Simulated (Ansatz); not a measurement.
`OC[SiH2]F` + H₂O → `O[SiH2]F` + CH₃OH  (formal hydrolysis of the Si–C bond)

Computed with Ansatz on PBE0-D4/def2-TZVP structures; ΔE is electronic, products minus reactants. CCSD(T)/CBS is the MP2 limit (def2-TZVPP, def2-QZVPP) plus CCSD(T) − MP2 in def2-TZVPP, frozen cores. This one scheme is used for every species. Functionals use def2-TZVPP. HSE06 is defined as in plane-wave codes. Each species was taken in one conformer, which may not be the lowest.

Question: Is it downhill or uphill in electronic energy at CCSD(T)/CBS, and by how much? (Best estimate.)

Answer: Ansatz gave: Downhill: ΔE = -29.6 kcal/mol.

Question: What do these levels give: LDA (SPW92), r2SCANh-D4, HSE06-D4, r2SCAN0, HF/def2-SVP, MP2/def2-SVP? (Estimate.)

Answer: Computed: LDA (SPW92) -27.3, r2SCANh-D4 -30.1, HSE06-D4 -28.1, r2SCAN0 -30.7, HF/def2-SVP -32.4, MP2/def2-SVP -30.2 kcal/mol.

Question: What do rigid-rotor, harmonic-oscillator terms from PBE0-D4/def2-TZVP frequencies (298.15 K, 1 bar) make of the CCSD(T)/CBS value? (Best estimate.)

Answer: Ansatz gave: ΔZPE = +1.4 kcal/mol, ΔH = -28.9 kcal/mol, ΔS = 11 J/(mol·K), ΔG = -29.7 kcal/mol.

Largest T1 diagnostic among the species: 0.011.

Leaving LDA and LC-ωPBE aside and taking each functional with its dispersion term where it has one, the values, not all of them listed here, spread over 5.5 kcal/mol, from BHLYP-D4 to revPBE-D4. From BLYP to BHLYP (50 % exact exchange), in def2-TZVPP and without D4, ΔE moves by −2.5 kcal/mol.
